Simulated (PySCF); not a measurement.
H₄Al₂F₄N₂, singlet at its PBE0/def2-SVP optimised geometry (Å):

```
12

Al     1.3840     0.0004     0.0000
Al    -1.3825     0.0004     0.0000
N      0.0006     0.0007    -1.3545
H      0.0007    -0.8196    -1.9639
H      0.0012     0.8206    -1.9645
F      2.2034     1.4500    -0.0009
F      2.2034    -1.4491    -0.0002
N      0.0008     0.0033     1.3545
H      0.0001    -0.8137     1.9682
H      0.0009     0.8264     1.9602
F     -2.2034     1.4492     0.0000
F     -2.2004    -1.4500     0.0010
```

Calculation: PBE0/def2-TZVP (PySCF 2.14.0). Cells within 0.4 Å of a nucleus heavier than hydrogen are left out (blank, or x).

Map of the HOMO amplitude (bohr^(-3/2)) on the plane z = 1.0 Å; orbital energy -10.04 eV, overall sign arbitrary:

```
|5555555555555555555555555555555|
|5555555555555555555555555555555|
|5555555555555555555555555555555|
|5555555555555555555544444455555|
|5555555555555555555444444444555|
|5555555555555555554444444444455|
|5555555555555555554444444444445|
|5555555555555445554444444444445|
|5555555555555445554444444444444|
|5555555555554445555444444444444|
|5555555555544445555544444444444|
|5555555555544445555544444444444|
|5555555555443345566554444444444|
|5555555554433234676655444444444|
|5555555544332114887665544444444|
|555555554432100x998765544444444|
|5555555544332114887665544444444|
|5555555554433235676655444444444|
|5555555555443345566554444444444|
|5555555555544445555544444444444|
|5555555555544445555544444444444|
|5555555555554445555444444444444|
|5555555555555445554444444444444|
|5555555555555445554444444444445|
|5555555555555555554444444444445|
|5555555555555555554444444444455|
|5555555555555555555444444444555|
|5555555555555555555544444455555|
|5555555555555555555555555555555|
|5555555555555555555555555555555|
|5555555555555555555555555555555|
```
Scale: ten equal steps from -0.159 (start of '0') to 0.159 (end of '9'), in the order '0123456789'; x runs from -4.50 to 4.50, y from -4.50 (bottom) to 4.50 (top).
